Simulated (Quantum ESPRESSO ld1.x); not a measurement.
Values are calculated unless marked as measured or tabulated.
Problem. All-electron atom: the neon ion Ne7+ in [He] 2s1 (the NIST ground configuration). Code: ld1.x of Quantum ESPRESSO 7.5. Model: scalar-relativistic Kohn-Sham, LDA (Slater exchange, Perdew-Zunger correlation), spin-polarised, spherical densities, point nucleus; open shells are filled with parallel spins first. Some entries of the table are withheld. Estimate them.

orbital  occ.  eigenvalue (Ry)  <r> (bohr)  r(max) (bohr)
1s up       1         -79.5966      0.1572          0.102
1s down     1         -79.4262      0.1571          0.102
2s up       1         -16.5556      0.6864          0.591
2s down     0         -15.7470      0.6932          0.591
2p up       0         -15.3924         (1)          0.484
2p down     0         -14.6568         (2)          0.476
3s up       0         -6.60878       1.617           1.54
3s down     0         -6.41970       1.658           1.58
3d up       0         -6.14565       1.327           1.13
3d down     0         -5.78158       1.412           1.20

Solution. 
(1) 2p up <r> (bohr): 0.6054
(2) 2p down <r> (bohr): 0.6065
